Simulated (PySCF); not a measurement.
A side-by-side comparison of computed properties.

First species: C₇H₈FO (charge +1).
SMILES: `CCc1[o+]cccc1F`

Second species: C4H8P2S.
SMILES: `C=C[C@@H]1C[P@]1(P)=S`

Levels: PBE0/def2-SVPD for HOMO energy, LUMO energy, HOMO–LUMO gap, static isotropic polarisability and electronic spatial extent ⟨r²⟩ about the centre of nuclear charge; TDDFT PBE0/def2-SVPD for lowest singlet excitation; TDA PBE0/def2-SVPD for lowest triplet excitation (Tamm–Dancoff); GFN2-xTB for rotational constant A and rotational constant C. Geometries: GFN2-xTB. Each species is one conformer at its optimised geometry, gas phase, non-relativistic unless stated. Electronic properties by PySCF.

The conformers computed, where there is a choice (atom-mapped SMILES and torsion angles):
- `[CH3:1][CH2:2][c:3]1[o+:4][cH:5][cH:6][cH:7][c:8]1[F:9]`: C1–C2–C3–O4 0°
- `[CH2:1]=[CH:2][C@@H:3]1[CH2:4][P@:5]1([PH2:6])=[S:7]`: C1–C2–C3–C4 -150°, H–P6–P5–C4 -112°, H–P6–P5–C4 155°

Values for the first species:

- HOMO energy: -12.99 eV
- LUMO energy: -7.69 eV
- HOMO–LUMO gap: 5.30 eV
- Lowest singlet excitation: 4.71 eV
- Lowest triplet excitation (Tamm–Dancoff): 3.07 eV
- Static isotropic polarisability: 80.5 au
- Electronic spatial extent ⟨r²⟩ about the centre of nuclear charge: 1154 bohr²
- Rotational constant A: 2.442 GHz
- Rotational constant C: 0.965 GHz

(1) Estimate the same properties for the second species, and the change in each.

Answers

(1) 
```
                                                         property       first      second  second less first
                                                      HOMO energy   -12.99 eV    -6.34 eV           +6.65 eV
                                                      LUMO energy    -7.69 eV    -1.14 eV           +6.55 eV
                                                    HOMO–LUMO gap     5.30 eV     5.20 eV           -0.10 eV
                                        lowest singlet excitation     4.71 eV     4.00 eV           -0.71 eV
                         lowest triplet excitation (Tamm–Dancoff)     3.07 eV     3.58 eV           +0.51 eV
                                  static isotropic polarisability     80.5 au    127.2 au           +46.7 au
electronic spatial extent ⟨r²⟩ about the centre of nuclear charge  1154 bohr²  1494 bohr²         +340 bohr²
                                            rotational constant A   2.442 GHz   1.840 GHz         -0.602 GHz
                                            rotational constant C   0.965 GHz   0.806 GHz         -0.159 GHz
```

On the first: In wavenumbers S1 is 38000 cm⁻¹ (1 eV = 8065.54 cm⁻¹). S1 lies 0.59 eV below the HOMO–LUMO gap; its leading configuration is HOMO→LUMO, weight 0.96.

On the second: In wavenumbers S1 is 32200 cm⁻¹ (1 eV = 8065.54 cm⁻¹). The principal polarisabilities are 99.4, 130.3 and 151.8 au; their mean is the isotropic value.
